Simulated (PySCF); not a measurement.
# YH3, singlet: computed properties

Method: PBE0 in PySCF with Y x2c-TZVPall, H x2c-TZVPall; spin-free X2C, no spin–orbit coupling; density-fitted integrals.

The structure is a minimum.

```
Point group                                                                   : C3v
Bond lengths                                                                  : Y–H 1.975 Å (×3)
Bond angles                                                                   : H–Y–H 117.1° (×3)
Lowest empty level                                                            : -2.14 eV
Principal quadrupole moments (Buckingham, traceless) about the centre of mass : -7.55, -7.55, 15.10 D Å
Rotational symmetry number                                                    : 3
Principal polarisabilities                                                    : 37.2, 55.7, 55.7 bohr³
Rotational constants                                                          : 2.779, 2.779, 1.473 cm⁻¹
Enthalpy at 298.15 K above 0 K                                                : 12.41 kJ/mol
Zero-point energy                                                             : 34.4 kJ/mol
Heat capacity Cp at 298.15 K                                                  : 51.3 J/(mol K)
Entropy at 298.15 K and 1 bar                                                 : 243.5 J/(mol K)
Highest occupied level                                                        : -7.09 eV
Dipole moment                                                                 : 2.72 D
```

Harmonic modes (masses in u: Y 88.906, H 1.008):
| symmetry | ω (cm⁻¹) | IR (km/mol, summed over degenerate members) | type |
| --- | --- | --- | --- |
| a1 | 190 | 792 | bend |
| e | 568 | 238 | bend |
| e | 1451 | 1685 | stretch |
| a1 | 1523 | 20.7 | stretch |

In C3v the vibrations span 2a1 + 2e.

Charges (e):
| atom | Mulliken | Löwdin | polar tensor | Mayer order to Y1 |
| --- | --- | --- | --- | --- |
| Y1 | 0.65 | 0.56 | 1.62 | – |
| H2,3,4 | -0.22 | -0.19 | -0.54 | 0.95 |

Mulliken populations on Y1: s 8.66, p 18.49, d 11.17, f 0.04.

Formally Y is in oxidation state +3, d0. A d0 centre has no lone pair, yet it is C3v rather than trigonal planar: covalent bonding through the d orbitals favours lower symmetry. The polar-tensor charge on Y, 1.62, is far below the formal one.

Stability towards spin polarisation was not tested. Other isomers or separated fragments may lie lower.

The final relaxation and frequency run took 51 s on 2 threads of a shared Arm Neoverse V1 host, with 81 basis functions and 7 gradients; the process peaked at 0.97 GiB. Launch command: `OMP_NUM_THREADS=2 python axn.py task.json out`.
